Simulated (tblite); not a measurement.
A geometry optimisation, step by step.

Species: C₅H₃ClO₂.
Bonds: O1–C2 (double), C2–C3, C3–C4 (double), C4–Cl5, C4–C6, C6–O7 (double), C6–C8, C2–C8. Hydrogens: H9 on C3; H10, H11 on C8.

Computed with GFN2-xTB (tblite), gas phase: L-BFGS steps from a force-field or distance-geometry start until the largest atomic force falls under 0.01 eV/Å. 10 of its 50 geometries are shown.

Step 0: E = -676.4054 eV, largest atomic force 4.679 eV/Å
```
atom  x, y, z in Å  |  force x, y, z in eV/Å
O1     -1.246    2.071    0.376    1.362  -2.436  -0.842
C2     -0.599    1.072    0.043   -0.636   2.974   0.349
C3      0.886    0.932    0.022   -0.341   1.444  -0.176
C4      1.174   -0.348    0.169    1.704  -1.357   0.352
Cl5     2.809   -1.037    0.216   -1.428   0.419   0.037
C6     -0.087   -1.117    0.318    0.314  -4.436   1.454
O7     -0.250   -2.214    0.906    0.413   3.593  -1.886
C8     -1.090   -0.279   -0.386   -1.546   0.024  -0.138
H9      1.567    1.763   -0.113   -0.158  -0.157   0.188
H10    -2.130   -0.470   -0.082    0.225  -0.052  -0.073
H11    -1.029   -0.370   -1.495    0.092  -0.016   0.735
```

Step 5: E = -676.7617 eV, largest atomic force 0.397 eV/Å
```
atom  x, y, z in Å  |  force x, y, z in eV/Å
O1     -1.234    2.046    0.359    0.075   0.012  -0.174
C2     -0.582    1.097    0.024   -0.047   0.005   0.011
C3      0.887    0.943    0.018   -0.033   0.026  -0.060
C4      1.202   -0.355    0.174   -0.163   0.063  -0.114
Cl5     2.751   -1.025    0.222    0.044  -0.122   0.093
C6     -0.065   -1.161    0.294   -0.021   0.361  -0.165
O7     -0.245   -2.179    0.884    0.075  -0.363   0.021
C8     -1.110   -0.278   -0.371   -0.053  -0.043   0.053
H9      1.565    1.764   -0.098    0.090   0.113   0.138
H10    -2.139   -0.477   -0.076    0.057  -0.014   0.116
H11    -1.026   -0.373   -1.456   -0.024  -0.037   0.079
```

Step 11: E = -676.8103 eV, largest atomic force 0.276 eV/Å
```
atom  x, y, z in Å  |  force x, y, z in eV/Å
O1     -1.223    2.091    0.259   -0.017   0.091  -0.075
C2     -0.583    1.114   -0.006    0.081  -0.074  -0.085
C3      0.893    0.965   -0.007   -0.070  -0.057   0.192
C4      1.194   -0.339    0.133   -0.033  -0.045   0.229
Cl5     2.709   -1.073    0.278    0.104   0.035  -0.012
C6     -0.060   -1.160    0.271    0.125   0.114  -0.218
O7     -0.173   -2.227    0.795    0.003  -0.049  -0.038
C8     -1.129   -0.277   -0.331    0.048   0.001   0.016
H9      1.581    1.796   -0.012   -0.130  -0.114  -0.077
H10    -2.143   -0.488    0.009    0.099   0.106   0.018
H11    -1.060   -0.400   -1.416   -0.211  -0.008   0.050
```

Step 16: E = -676.8655 eV, largest atomic force 0.403 eV/Å
```
atom  x, y, z in Å  |  force x, y, z in eV/Å
O1     -1.199    2.154    0.082    0.103  -0.355  -0.148
C2     -0.580    1.130   -0.053   -0.003   0.125   0.115
C3      0.882    0.962    0.055    0.187   0.038  -0.013
C4      1.207   -0.335    0.180    0.063   0.027  -0.075
Cl5     2.714   -1.098    0.342   -0.031   0.232   0.015
C6     -0.025   -1.169    0.208   -0.105  -0.268   0.282
O7     -0.092   -2.287    0.636   -0.218   0.054  -0.206
C8     -1.131   -0.268   -0.297   -0.025  -0.054  -0.047
H9      1.551    1.797    0.055    0.145   0.168   0.023
H10    -2.108   -0.451    0.138   -0.057  -0.020   0.155
H11    -1.213   -0.432   -1.372   -0.058   0.053  -0.101
```

Step 22: E = -676.9207 eV, largest atomic force 0.252 eV/Å
```
atom  x, y, z in Å  |  force x, y, z in eV/Å
O1     -1.155    2.159   -0.184   -0.098   0.168   0.000
C2     -0.549    1.127   -0.111    0.005  -0.163  -0.046
C3      0.902    0.974    0.121   -0.098  -0.030  -0.094
C4      1.212   -0.329    0.228   -0.030  -0.026   0.014
Cl5     2.720   -1.060    0.436    0.109   0.063   0.059
C6     -0.012   -1.197    0.151   -0.037   0.220  -0.117
O7     -0.056   -2.369    0.384   -0.058  -0.115  -0.001
C8     -1.141   -0.273   -0.253    0.050   0.041   0.048
H9      1.555    1.832    0.157   -0.004  -0.170   0.031
H10    -2.047   -0.407    0.342    0.096  -0.008   0.016
H11    -1.422   -0.455   -1.296    0.064   0.020   0.089
```

Step 27: E = -676.9365 eV, largest atomic force 0.102 eV/Å
```
atom  x, y, z in Å  |  force x, y, z in eV/Å
O1     -1.133    2.163   -0.324    0.012   0.002   0.020
C2     -0.545    1.128   -0.156   -0.002   0.011   0.048
C3      0.891    0.967    0.135    0.017  -0.023  -0.012
C4      1.207   -0.334    0.251    0.016  -0.003  -0.055
Cl5     2.739   -1.012    0.507   -0.054   0.011   0.048
C6     -0.005   -1.205    0.102   -0.037  -0.027   0.051
O7     -0.054   -2.396    0.234    0.052   0.083  -0.027
C8     -1.145   -0.267   -0.224    0.016   0.011  -0.012
H9      1.559    1.807    0.218   -0.014  -0.031  -0.020
H10    -1.988   -0.386    0.460    0.043  -0.003  -0.009
H11    -1.520   -0.463   -1.229   -0.049  -0.031  -0.032
```

Step 33: E = -676.9393 eV, largest atomic force 0.073 eV/Å
```
atom  x, y, z in Å  |  force x, y, z in eV/Å
O1     -1.123    2.165   -0.356    0.007  -0.017   0.036
C2     -0.541    1.129   -0.167   -0.049   0.023  -0.049
C3      0.891    0.967    0.133   -0.018   0.006   0.010
C4      1.206   -0.333    0.249    0.000   0.002   0.015
Cl5     2.726   -1.006    0.551    0.046  -0.041   0.032
C6     -0.002   -1.204    0.083   -0.006  -0.058  -0.016
O7     -0.037   -2.397    0.182   -0.003   0.025  -0.009
C8     -1.146   -0.265   -0.221   -0.040  -0.025  -0.025
H9      1.560    1.801    0.231    0.027   0.051  -0.027
H10    -1.961   -0.381    0.496    0.019   0.014   0.013
H11    -1.567   -0.474   -1.207    0.017   0.019   0.020
```

Step 38: E = -676.9408 eV, largest atomic force 0.039 eV/Å
```
atom  x, y, z in Å  |  force x, y, z in eV/Å
O1     -1.121    2.164   -0.372   -0.012   0.002  -0.003
C2     -0.541    1.128   -0.183    0.028  -0.014   0.022
C3      0.892    0.967    0.130    0.004   0.003  -0.008
C4      1.206   -0.332    0.257   -0.011   0.001   0.005
Cl5     2.721   -1.010    0.593   -0.028   0.009   0.004
C6      0.002   -1.205    0.066    0.015   0.029  -0.009
O7     -0.027   -2.400    0.139   -0.007  -0.037  -0.010
C8     -1.148   -0.266   -0.222    0.023   0.012   0.018
H9      1.559    1.806    0.230   -0.019  -0.010  -0.020
H10    -1.935   -0.372    0.526   -0.011   0.003   0.013
H11    -1.604   -0.478   -1.190    0.016   0.002  -0.014
```

Step 44: E = -676.9412 eV, largest atomic force 0.026 eV/Å
```
atom  x, y, z in Å  |  force x, y, z in eV/Å
O1     -1.123    2.163   -0.366   -0.007   0.014   0.005
C2     -0.540    1.128   -0.180    0.002  -0.007  -0.018
C3      0.893    0.967    0.125    0.002  -0.004   0.011
C4      1.205   -0.332    0.259    0.008   0.000  -0.004
Cl5     2.716   -1.011    0.603    0.008   0.002   0.004
C6      0.003   -1.205    0.064   -0.012  -0.010   0.021
O7     -0.026   -2.401    0.131    0.007   0.014  -0.013
C8     -1.146   -0.266   -0.220   -0.006   0.001   0.006
H9      1.558    1.807    0.219    0.008  -0.002  -0.007
H10    -1.934   -0.371    0.528   -0.009  -0.008   0.001
H11    -1.601   -0.476   -1.189   -0.001   0.003  -0.005
```

Step 49: E = -676.9413 eV, largest atomic force 0.007 eV/Å
```
atom  x, y, z in Å  |  force x, y, z in eV/Å
O1     -1.123    2.163   -0.360   -0.001   0.001   0.001
C2     -0.540    1.128   -0.178    0.000  -0.001   0.001
C3      0.894    0.967    0.123    0.001   0.001  -0.002
C4      1.205   -0.332    0.261   -0.001   0.001   0.003
Cl5     2.717   -1.010    0.607   -0.001   0.001   0.000
C6      0.002   -1.205    0.067    0.002   0.005  -0.004
O7     -0.026   -2.401    0.128   -0.001  -0.003   0.002
C8     -1.147   -0.265   -0.218   -0.001   0.000  -0.001
H9      1.560    1.806    0.209    0.004  -0.001   0.000
H10    -1.939   -0.373    0.526   -0.001   0.000   0.002
H11    -1.597   -0.474   -1.190   -0.001  -0.003  -0.003
```

**Question.** Summarise the path.

**Answer.** The energy falls by 0.5359 eV from step 0 to step 49; nine tenths of that is first reached at step 18. It never rises by more than 0.2 meV. The largest force goes from 4.679 to 0.007 eV/Å. Among the bonds C4–Cl5 changes most, from 1.775 to 1.693 Å; the atoms move by 0.482 Å rms after alignment.

What follows is the cost of the whole relaxation. On Intel Xeon Platinum 8488C, one thread (shared host), this took 0.32 s wall.
